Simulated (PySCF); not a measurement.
C4H6ClF. Atoms are numbered in the order given.

```xyz
12

F      2.8555     0.0207     0.2676
C      1.5372    -0.1307     0.0827
C      0.9500     0.2390    -1.0565
C     -0.5061     0.0947    -1.3838
C     -1.3686    -0.6552    -0.3880
Cl    -1.5969     0.2471     1.1626
H      1.0394    -0.5578     0.9588
H      1.5914     0.6851    -1.8258
H     -0.5975    -0.4444    -2.3471
H     -0.9505     1.0908    -1.5675
H     -2.3768    -0.8177    -0.7922
H     -0.9329    -1.6310    -0.1254
```

Geometry: r2SCAN-D4/def2-SVP. The structure was generated by enumeration; whether it is a known compound was not checked. Other conformers were not sampled.

Computed with PBE/def2-TZVP (PySCF).

Atomic charges (e):

| atom | IAO | Löwdin | Mulliken |
|---|---|---|---|
| F1 | -0.25 | 0.18 | -0.16 |
| C2 | 0.12 | -0.31 | [?] |
| C3 | -0.21 | -0.20 | [?] |
| C4 | -0.26 | -0.29 | -0.10 |
| C5 | -0.24 | -0.48 | [?] |
| Cl6 | -0.12 | 0.26 | -0.16 |
| H7 | 0.15 | 0.12 | [?] |
| H8 | 0.16 | 0.15 | 0.11 |
| H9 | 0.16 | 0.16 | [?] |
| H10 | 0.16 | 0.15 | [?] |
| H11 | 0.17 | 0.13 | 0.15 |
| H12 | 0.16 | 0.13 | 0.14 |

Q: Some entries are withheld; supply them. (The exact figures need the calculation; the answer reports its results.)

A: 
- C2, Mulliken: 0.06
- C3, Mulliken: -0.19
- C5, Mulliken: -0.19
- H7, Mulliken: 0.11
- H9, Mulliken: 0.11
- H10, Mulliken: 0.11

Q: Give the Mayer and Wiberg (Löwdin basis) orders of the bonds. (Estimate from the structure and the level; the computed values follow.)

A: 
```
bond    Mayer  Wiberg
------  -----  ------
F1–C2    1.09    1.77
C2–C3    1.86    2.07
C3–C4    1.01    1.25
C4–C5    1.02    1.29
C5–Cl6   1.07    1.58
C2–H7    0.97    0.86
C3–H8    0.94    0.82
C4–H9    0.91    0.81
C4–H10   0.92    0.82
C5–H11   0.95    0.88
C5–H12   0.95    0.88
```
